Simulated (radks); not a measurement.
Zn1.75+, 28.25 electrons, occupied as [Ne] 3s2 3p5.25 3d10 4s1 (fractional occupations, a model configuration).

Method: scalar-relativistic Kohn-Sham, PBE, spin-unpolarised, spherical densities, finite nucleus; Fermi nuclear charge, rms radius 3.9283 fm; computed with a radial shooting solver on a logarithmic mesh with Libxc functionals.

Energy parts (Ry):
| part | energy |
|---|---|
| total | -3585.76570 |
| kinetic | 3642.92547 |
| electron-nucleus | -8592.15886 |
| Hartree | 1504.86666 |
| exchange-correlation | -141.39897 |

Orbitals (lengths in bohr, moments of r in powers of bohr; <r^-3> diverges for s and p1/2; r(90%) holds 90 % of the orbital's charge):
[
 {"orbital": "1s", "occ.": "2", "eigenvalue (Ry)": "-702.2055", "<r^4>": "0.00002982", "<r>": "0.05030", "<r^-3>": "-", "r(90%)": "0.0899"},
 {"orbital": "2s", "occ.": "2", "eigenvalue (Ry)": "-87.01520", "<r^4>": "0.006320", "<r>": "0.2261", "<r^-3>": "-", "r(90%)": "0.350"},
 {"orbital": "2p", "occ.": "6", "eigenvalue (Ry)": "-75.69638", "<r^4>": "0.004681", "<r>": "0.1982", "<r^-3>": "795.7", "r(90%)": "0.324"},
 {"orbital": "3s", "occ.": "2", "eigenvalue (Ry)": "-11.30424", "<r^4>": "0.4575", "<r>": "0.6782", "<r^-3>": "-", "r(90%)": "1.02"},
 {"orbital": "3p", "occ.": "5.25", "eigenvalue (Ry)": "-7.92667", "<r^4>": "0.6124", "<r>": "0.7078", "<r^-3>": "104.1", "r(90%)": "1.09"},
 {"orbital": "3d", "occ.": "10", "eigenvalue (Ry)": "-2.47782", "<r^4>": "2.150", "<r>": "0.8417", "<r^-3>": "10.18", "r(90%)": "1.45"},
 {"orbital": "4s", "occ.": "1", "eigenvalue (Ry)": "-1.65024", "<r^4>": "46.69", "<r>": "2.182", "<r^-3>": "-", "r(90%)": "3.24"}
]

The highest occupied level is 4s at -22.453 eV. The electron density at the nucleus is 2.535e+04 e/bohr^3 (large components only). The density falls to 0.001 e/bohr^3 at r = 3.41 bohr. Summed over all electrons, <r^2> = 19.20 bohr^2, which gives a Langevin (diamagnetic) susceptibility term of -15.2 x 10^-6 cm^3/mol.
